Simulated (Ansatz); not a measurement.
BiBr2, SMILES [Br][Bi][Br], multiplicity 2.

Geometry: B3LYP-D3(BJ)/def2-SVP. The multiplicity is an assumed one; other spin states were not compared. The isomer is the one that the SMILES or the coordinates give; other isomers of the formula were not compared. The def2 effective core potentials stand for the cores of Bi; spin–orbit coupling is left out.

Two levels are set side by side: PBE/def2-SVPD (Ansatz, a quantum-chemistry and plane-wave program) and PBE0/def2-SVPD (Ansatz). Energy differences of separate SCF runs at the same geometry; the states with an electron removed or added have multiplicity 1 and 1. Differences are taken from unrounded values.

| quantity | PBE0 | PBE | PBE minus PBE0 |
|---|---|---|---|
| vertical ionisation energy (eV) | 8.27 | 7.93 | -0.34 |
| vertical electron affinity (eV) | 1.83 | 1.70 | -0.13 |
